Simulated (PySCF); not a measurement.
CH₃ (cation, charge +1), SMILES [CH3+] (PBE/def2-SVP optimised geometry):

```
4

C     -0.278     0.000     0.000
H     -0.835    -0.964     0.001
H      0.835     0.000     0.000
H     -0.835     0.964     0.000
```

Computed with PBE/def2-TZVP (PySCF 2.14.0).

Question: What are the frontier orbital energies?

Answer: HOMO-2 -26.50 eV, HOMO-1 -19.80 eV, HOMO -19.80 eV, LUMO -14.42 eV, LUMO+1 -6.06 eV.

On the same geometry PBE0/def2-TZVP in PySCF gives HOMO-2 -28.73 eV, HOMO-1 -21.45 eV, HOMO -21.45 eV, LUMO -12.86 eV, LUMO+1 -5.08 eV.

Meta-Löwdin charges at PBE/def2-TZVP: C1 0.24, H2 0.25, H3 0.25, H4 0.25.
